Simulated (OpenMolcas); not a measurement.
Ir2+ among 3 point charges of -2 e arranged as a planar triangle (D3h), 2.07 Å from the ion.

| Property | Result |
| --- | --- |
| Program | OpenMolcas 26.06 |
| Method | SS-CASPT2, IPEA 0.25 Eh, imaginary shift 0.1 Eh (closed shells correlated: 4f 5s 5p) |
| Basis | ANO-RCC-VTZP [8s7p5d3f1g] |
| Scalar Hamiltonian | DKH2, point nucleus |
| Active space | 7 electrons in 5 orbitals (5d) |
| State averaging | 2S+1 = 4 even, 10 roots; 2S+1 = 2 even, 40 roots |
| Spin-orbit coupling | RASSI with atomic mean-field integrals over the reference wave functions |

(1) What is the spin-free ground state (labels of D3, the rotations of D3h)?

(2) Where is the first state of the same spin?

(3) What are the lowest two levels with spin-orbit coupling?

(4) What is χT at 300 K?

## Answers

(1) 4E, 2-fold in its orbital part, 68 % from free-ion F terms; it has the highest spin that d7 allows.

(2) 4A2 at 6580 cm-1 above the ground state.

(3) A 2-fold level E3/2 with g = 0.00, 0.00, 3.84, then a 2-fold level E1/2 1300 cm-1 above it. Their leading multiplicities are 4 (76 %) and 4 (89 %).

(4) 1.27 cm3 K/mol.

Roots that are degenerate in the reference are averaged as groups; the widest CASPT2 spread within a group is 160 cm-1 (the 2-fold group of multiplicity 4 near 7620 cm-1 above the lowest state of its run). Shifts and gaps below about the spread of the groups concerned are not significant. Spin-orbit coupling mixes the spin-free states strongly: the lowest level takes only 69 % from its leading state, 4E. An orbital doublet at a regular site is open to a Jahn-Teller distortion, which this geometry leaves out. Point charges give a weaker field than real ligands, and real ions of this kind are as a rule low spin; the high spin found here belongs to the model. Free-ion shares, where given, are those of the reference states; single-state CASPT2 does not remix them. Point charges carry no covalency, so the field is a model and not that of real ligands. No measured value stands beside these numbers.
